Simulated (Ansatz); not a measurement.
Consider the ligand exchange at the Sn–C bond: `F[CH](F)[SnH2][SH]` + H₂Se → `[SH][SnH2][SeH]` + `FCF`.

Gas-phase electronic energies from Ansatz, PBE0-D4/def2-TZVP geometries. CBS: MP2 limit from def2 TZ/QZ plus the TZ coupled-cluster correction, frozen cores. This one scheme is used for every species. Elements past krypton have def2 core potentials. For Se, Sn outer-core shells are correlated without core-valence functions, which leaves a few kJ/mol of doubt a bond. Scalar relativity is left out up to krypton. One conformer a species, not always the lowest.

```json
{"species": "`F[CH](F)[SnH2][SH]`", "CCSD(T)/CBS(def2) energy (Eh)": "-851.83262"}
{"species": "H₂Se", "CCSD(T)/CBS(def2) energy (Eh)": "-2401.89790"}
{"species": "`[SH][SnH2][SeH]`", "CCSD(T)/CBS(def2) energy (Eh)": "-3014.95398"}
{"species": "`FCF`", "CCSD(T)/CBS(def2) energy (Eh)": "-238.82660"}
```

(1) Work out ΔE.

Largest T1 diagnostic among the species: 0.013.

Results:

(1) ΔE = (-3014.95398) + (-238.82660) − (-851.83262) − (-2401.89790) = -0.05006 Eh = -31.4 kcal/mol.

In def2-TZVPP, CCSD(T) changes the Hartree–Fock value by +5.2 kcal/mol (the triples alone add +0.5 kcal/mol) and MP2 by +3.0 kcal/mol. From PBE to PBE0 (25 % exact exchange), in def2-TZVPP and without D4, ΔE moves by −2.1 kcal/mol.
